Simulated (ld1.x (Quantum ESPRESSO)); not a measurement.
**phosphorus (P) PAW: all-electron and pseudo phase curves**

* Element: phosphorus
* Generator: ld1.x (Quantum ESPRESSO) 7.5
* Type: PAW
* Functional: PBEsol
* Relativity: non-relativistic
* Frozen core: [Ne]
* Valence charge: 5
* Reference configuration: 3s2 3p3
* Partial waves: 3s (bound): rcut 1.20, rcutus 1.65 bohr; 3s channel at 0.65 Ry: rcut 1.20, rcutus 1.65 bohr; 3p (bound): rcut 1.75, rcutus 2.05 bohr; 3p channel at 4.75 Ry: rcut 1.75, rcutus 2.05 bohr; 3d channel at 0.45 Ry: rcut 1.80, rcutus 2.20 bohr
* Local potential: all-electron potential smoothed inside 1.65 bohr (lloc = -1)
* Core correction: Bessel-smoothed model core inside 1.20 bohr
* Augmentation charge: PSQ, inside the norm-conserving radii

The phase is arctan(r·u′/u) with u = r·R(r), unwrapped; energies in Ry, scanned from -3 to 5 Ry. A pole is an energy at which the radial function vanishes at the test radius. The pseudo phase is shifted by a multiple of π to meet the all-electron one at the reference energy, and phase errors are pseudo minus all-electron; the curves can meet again beyond the range given. Levels narrower than the energy grid can be missing from the lists of poles.

**Question.** For each channel, where are the poles, and over which energies does the pseudopotential scatter like the atom?

**Answer.**

```
channel  radius (bohr)  reference energy (Ry)  poles, all-electron  poles, pseudo  unbroken range about the reference energy with phases within 0.05 rad  phase error 1 Ry above the reference energy (rad)
      s           2.40                  -1.02                -0.01          -0.01                                                        the whole range                                             -0.000
      p           2.40                  -0.40                 0.96           0.95                                                        the whole range                                             -0.001
      d           2.40                   0.45                 2.15           2.29                                                              below 3.0                                             +0.014
```

Phases in the p channel:

| E (Ry) | all-electron | pseudo |
| --- | --- | --- |
| -3.00 | 1.287 | 1.286 |
| -2.76 | 1.269 | 1.268 |
| -2.52 | 1.247 | 1.246 |
| -2.28 | 1.220 | 1.219 |
| -2.04 | 1.186 | 1.185 |
| -1.80 | 1.139 | 1.139 |
| -1.56 | 1.074 | 1.073 |
| -1.32 | 0.975 | 0.974 |
| -1.08 | 0.810 | 0.808 |
| -0.84 | 0.499 | 0.498 |
| -0.60 | -0.072 | -0.072 |
| -0.36 | -0.711 | -0.711 |
| -0.12 | -1.094 | -1.094 |
| 0.12 | -1.295 | -1.296 |
| 0.36 | -1.413 | -1.414 |
| 0.60 | -1.491 | -1.492 |
| 0.84 | -1.548 | -1.549 |
| 1.08 | -1.592 | -1.594 |
| 1.32 | -1.630 | -1.631 |
| 1.56 | -1.664 | -1.665 |
| 1.80 | -1.696 | -1.698 |
| 2.04 | -1.728 | -1.730 |
| 2.28 | -1.762 | -1.764 |
| 2.52 | -1.800 | -1.802 |
| 2.76 | -1.843 | -1.846 |
| 3.00 | -1.897 | -1.900 |
| 3.24 | -1.967 | -1.971 |
| 3.48 | -2.064 | -2.068 |
| 3.72 | -2.208 | -2.213 |
| 3.96 | -2.439 | -2.443 |
| 4.20 | -2.812 | -2.816 |
| 4.44 | -3.315 | -3.317 |
| 4.68 | -3.761 | -3.761 |
| 4.92 | -4.049 | -4.049 |
